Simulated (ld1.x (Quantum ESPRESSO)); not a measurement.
**cadmium: PAW pseudisation with BP86, scalar-relativistic reference atom.**

* Element: Cd (Z = 48)
* Generator: ld1.x (Quantum ESPRESSO) 7.5
* Type: PAW
* Functional: BP86
* Relativity: scalar-relativistic
* Frozen core: [Ar] 3d10
* Valence charge: 20
* Reference configuration: 4s2 4p6 4d10 5s1 5p1
* Partial waves: 4s (bound): rcut 1.35, rcutus 1.60 bohr; 5s (bound): rcut 1.35, rcutus 1.60 bohr; 4p (bound): rcut 1.30, rcutus 1.45 bohr; 5p (bound): rcut 1.30, rcutus 1.45 bohr; 4d (bound): rcut 1.00, rcutus 1.20 bohr; 4d channel at 1.7 Ry: rcut 1.00, rcutus 1.20 bohr
* Local potential: all-electron potential smoothed inside 1.20 bohr (lloc = -1)
* Core correction: Bessel-smoothed model core inside 0.80 bohr
* Augmentation charge: BESSEL, radius 0.95 bohr

All-electron outer shells of the reference configuration (BP86, scalar-relativistic, ld1.x):

```
shell  level (eV)  outermost node (bohr)  outermost maximum (bohr)
   3p     -603.48                   0.14                      0.32
   3d     -395.81                      –                      0.27
   4s     -108.02                   0.43                      0.79
   4p      -69.06                   0.43                      0.84
   4d      -13.76                   0.42                      0.98
   5s       -7.11                   1.06                      2.29
   5p       -2.24                   1.19                      3.17
```

Problem. Is the overlap operator S = 1 + Σ q|β⟩⟨β| positive definite (Bessel basis up to 400 Ry)?

Solution. No: its lowest eigenvalue is -0.023, in the p channel, so the generalised eigenproblem breaks down once the basis is large enough.

Problem. Tests: 4s2 4p6 4d10 5s2 5p0; 4s2 4p6 4d10 5s1 5p0; 4s2 4p6 4d10 5s0 5p0; 4s2 4p6 4d8 5s0 5p0; 4s2 4p6 4d10 5s1.5 5p0; 4s2 4p6 4d10 5s0 5p2; 4s2 4p6 4d9 5s0 5p0. Which has the largest error in its energy relative to the reference configuration, and how large is it?

Solution. 4s2 4p6 4d8 5s0 5p0, with -11 meV (all-electron minus pseudo) on +114.20 eV.

The ghost test of this file was not conclusive. Its overlap operator is not positive definite in a basis up to 400 Ry (lowest eigenvalue p -0.02), so the file is unfit for use: the generalised eigenproblem breaks down once the basis is large enough, and its test numbers describe a broken file.
